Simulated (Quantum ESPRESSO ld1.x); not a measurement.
The numbers below are computed, except where a source is named.
Problem. The mean radii <r> (bohr) of the occupied orbitals of an atom or ion are listed with their occupations. Level of theory: scalar-relativistic Kohn-Sham, Wu-Cohen GGA, spin-unpolarised, spherical densities, point nucleus (ld1.x of Quantum ESPRESSO 7.5).

orbital  occ.     <r>
1s          2  0.5821
2s          1   3.943

Name the element and its charge.

Solution. Z = 3, lithium, charge 0: Li in [He] 2s1. The 1s radius gives Z: for a bare nucleus <r> = (2 gamma + 1)/(2Z) with gamma = sqrt(1 - (Z/c)^2), 0.4999 bohr for Z = 3, and screening makes it slightly larger (0.5821 here). The occupations add up to 3, and the charge is Z minus that.
